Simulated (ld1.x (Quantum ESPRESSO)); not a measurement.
## What one change does to a pseudopotential (Hg, TM)

```json
{
  "Element": "Hg",
  "Generator": "ld1.x (Quantum ESPRESSO) 7.5",
  "Type": "norm-conserving Troullier–Martins (Kleinman–Bylander form)",
  "Functional": "LDA (PZ)",
  "Relativity": "scalar-relativistic",
  "Frozen core": "[Xe] 4f14",
  "Valence charge": "12",
  "Reference configuration": "5d10 6s2 6p0",
  "Partial waves": "6s (bound): rc 1.60 bohr; 6p (bound, empty): rc 2.85 bohr; 5d (bound): rc 1.80 bohr",
  "Local potential": "all-electron potential smoothed inside 2.05 bohr (lloc = -1)",
  "Core correction": "none"
}
```

All-electron outer shells of the reference configuration (LDA (PZ), scalar-relativistic, ld1.x):

```json
{"shell": "4f", "level (eV)": "-96.34", "outermost node (bohr)": "–", "outermost maximum (bohr)": "0.37"}
{"shell": "5p", "level (eV)": "-66.76", "outermost node (bohr)": "0.51", "outermost maximum (bohr)": "0.92"}
{"shell": "5d", "level (eV)": "-10.07", "outermost node (bohr)": "0.55", "outermost maximum (bohr)": "1.17"}
{"shell": "6s", "level (eV)": "-7.13", "outermost node (bohr)": "1.08", "outermost maximum (bohr)": "2.21"}
{"shell": "6p", "level (eV)": "-1.19", "outermost node (bohr)": "1.27", "outermost maximum (bohr)": "3.26"}
```

Change: core correction a·sin(br)/r model core inside 1.10 bohr.

Cutoffs: the cutoffs (Ry, on a coarse ladder) from which the occupation-weighted sum of valence levels, in a spherical-Bessel basis at the reference potential, stays within 10 and 1 mRy of its value at 400 Ry; they do not see the model core or the augmentation charge, which bear on the density cutoff. Errors are all-electron minus pseudo energies relative to the spin-unpolarised reference configuration.

Task: Predict the effect on cutoff, ghosts and configuration errors.

Result: The potential gets neither clearly harder nor softer (50 Ry and 120 Ry → 50 Ry and 120 Ry); both files keep a bound ghost (s); of the 9 tests that both files solve, the error grows in 7 and shrinks in 2 by more than 15 % and 0.3 meV (median size 10.7 → 26.3 meV). A model core, the more so a compact one, raises the density cutoff, which this test does not measure.

| quantity | base | changed |
| --- | --- | --- |
| cutoff, loose | 50 Ry | 50 Ry |
| cutoff, tight | 120 Ry | 120 Ry |
| bound ghosts | s | s |
| error for 5d10 6s1 6p0, meV [ΔE 11.05 eV] | -4.3 | -21 |
| error for 5d10 6s0 6p0, meV [ΔE 30.44 eV] | +33 | -26 |
| error for 5d9 6s0 6p0, meV [ΔE 66.26 eV] | +11 | -102 |
| error for 5d10 6s1.5 6p0, meV [ΔE 4.53 eV] | -2.8 | -8.3 |
| error for 5d9 6s2 6p1, meV [ΔE 10.36 eV] | -201 | -237 |
| error for 5d10 6s1 6p1, meV [ΔE 6.16 eV] | +2.9 | -9.5 |
| error for 5d8 6s0 6p0, meV [ΔE 116.29 eV] | -123 | -383 |
| error for 5d10 6s1 6p0 (spin-polarised), meV [ΔE 10.89 eV] | +7.7 | -16 |
| error for 5d9 6s0 6p0 (spin-polarised), meV [ΔE 66.10 eV] | +111 | -94 |
| s: phases at 3.12 bohr within 0.05 rad from the reference energy up to (Ry; the scan ends near 5) | 1.6 | 1.6 |
| p: phases at 3.12 bohr within 0.05 rad from the reference energy up to (Ry; the scan ends near 5) | 1.1 | 1.1 |
| d: phases at 3.12 bohr within 0.05 rad from the reference energy up to (Ry; the scan ends near 5) | to the end of the scan | to the end of the scan |

 A true bound ghost makes a file unfit for plane-wave use even where its test errors are small: the radial tests pick states by their node count and pass the ghost by.
